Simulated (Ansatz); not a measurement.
Geometry optimisation, RKS PBE/STO-3G in Ansatz.

The input (input.yaml):

```yaml
crystal:
  periodic: [false, false, false]
  atoms:
    - { symbol: C, position_ang: [-0.869, 1.4601, 0.5239] }
    - { symbol: Si, position_ang: [0.6138, 0.5575, 0.8921] }
    - { symbol: P, position_ang: [1.5329, -0.1947, -0.9809] }
    - { symbol: O, position_ang: [0.35, -0.5916, -1.8103] }
    - { symbol: Si, position_ang: [0.356, -2.0557, -1.0692] }
    - { symbol: H, position_ang: [-1.6749, 0.8888, 0.0366] }
    - { symbol: H, position_ang: [-1.3332, 1.9191, 1.4284] }
    - { symbol: H, position_ang: [-0.6764, 2.3604, -0.1685] }
    - { symbol: H, position_ang: [0.3409, -0.5575, 1.8527] }
    - { symbol: H, position_ang: [1.6031, 1.4413, 1.5967] }
    - { symbol: H, position_ang: [-0.8985, -2.2059, -0.2341] }
    - { symbol: H, position_ang: [0.7323, -3.077, -2.0335] }
basis:
  gaussian: { orbitals: STO-3G }
hamiltonian:
  xc: pbe
relax:
  f_tol: 0.015
  max_steps: 40
```

Launched with:

```bash
$ ansatz run input.yaml --threads 1 --pin off --max-ram 2048MiB --backend cpu --events-out ev --progress --plain --runs-dir out
```

Task: Where does it end, and by what steps?

Result: It converged. The force dipped under the threshold on the way, but the program's further checks kept it going. Limits of this set-up: minimal basis. After 36 steps the energy has fallen by 2.804 eV; H8 moved furthest, 0.70 Å. The start is strongly strained (largest force component 12 eV/Å).

```
step  energy less start (eV)  largest force component (eV/Å)  accepted
   0                  0.0000                          11.714       yes
   2                 -2.6644                           1.177       yes
   4                 -2.7871                           0.172       yes
   6                 -2.7905                           0.020       yes
   8                 -2.7911                           0.021       yes
  10                 -2.7923                           0.067       yes
  12                 -2.7932                           0.046       yes
  14                 -2.7938                           0.054       yes
  16                 -2.7928                           0.196        no
  18                 -2.7963                           0.131       yes
  20                 -2.7986                           0.105       yes
  22                 -2.7994                           0.163        no
  24                 -2.8012                           0.091       yes
  26                 -2.8027                           0.040       yes
  28                 -2.8031                           0.046       yes
  30                 -2.8036                           0.049       yes
  32                 -2.8038                           0.014       yes
  34                 -2.8039                           0.020       yes
  36                 -2.8040                           0.007       yes
```

```xyz
12
Properties=species:S:1:pos:R:3
C -0.943 1.247 0.553
Si 0.757 0.590 1.046
P 1.817 -0.579 -0.585
O 0.678 -0.296 -1.999
Si 0.190 -1.826 -1.255
H -1.688 0.438 0.480
H -1.311 1.976 1.295
H -0.905 1.754 -0.427
H 0.615 -0.234 2.244
H 1.595 1.723 1.423
H -1.152 -1.827 -0.679
H 0.425 -3.021 -2.060
```

Whether the end is a true minimum wasn't checked by a vibrational analysis.

The run took 2.8 min on 1 thread of Intel(R) Xeon(R) Processor @ 2.70GHz (shared host), peak memory 0.16 GiB.
